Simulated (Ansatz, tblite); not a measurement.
Removing and adding an electron: Zn6Se4Cl4. Total charge 0; singlet. Geometry: PBE-D4/def2-SVP. Ansatz, gas phase; energy differences of separate SCF runs; the oxidised species was run as a doublet alone; the reduced species was run as a doublet alone.

```xyz
14

Se   -0.034    1.397   -2.101
Se    2.864   -1.299   -0.312
Se   -0.741   -1.674    0.792
Se    0.795    1.817    2.230
Zn   -2.188    0.494   -1.492
Zn    1.482   -3.084    0.511
Zn    0.595   -0.659   -1.097
Zn    0.656    2.693   -0.112
Zn    1.455   -0.326    1.407
Zn   -1.130    0.678    1.382
Cl   -3.194   -1.218   -2.306
Cl    1.296   -5.145    0.999
Cl    1.161    4.763   -0.383
Cl   -3.018    1.563    0.481
```

The xTB rows come from tblite. Single mean-field runs in def2-TZVP are fitted with def2-universal-jkfit. HOMO above LUMO, or a gap near zero within one spin, warns that the state may not be the lowest or that an electron is smeared out.

```
               level  −HOMO (eV)  vertical IE (eV)  −LUMO (eV)  vertical EA (eV)  HOMO–LUMO gap (eV)  IE − EA (eV)
            GFN1-xTB       10.91             13.03        7.69              5.89                3.22          7.14
r2SCANh-D4/def2-TZVP        7.58              9.18        3.39              2.06                4.19          7.12
   PBE0-D4/def2-TZVP        8.03              9.32        3.11              1.98                4.92          7.34
```

Problem. Estimate the rows for GFN2-xTB, PBE-D4/def2-TZVP.

Solution. 
```
           level  −HOMO (eV)  vertical IE (eV)  −LUMO (eV)  vertical EA (eV)  HOMO–LUMO gap (eV)  IE − EA (eV)                                     remarks
        GFN2-xTB       12.02             13.90        9.59              7.91                2.43          6.00                                           –
PBE-D4/def2-TZVP        6.82              8.67        3.77              2.10                3.05          6.57  gap within one spin near zero (+1 doublet)
```

Relaxing the oxidised species (PBE-D4/def2-SVP) changes its energy by -0.65 eV at PBE-D4/def2-TZVP, so the adiabatic ionisation energy to this nearest minimum is 8.02 eV. On the way the bond Se3–Zn9 breaks and Zn9–Cl12 forms. At PBE0-D4/def2-TZVP it is 8.53 eV. The gap within one spin of the relaxed charge 1 doublet nearly closes, so an electron or hole may be smeared out by delocalisation error.     Raw xTB energy differences between charge states are shifted by several eV; the methods need an empirical correction for them. Sets without diffuse functions give affinities that are too small.
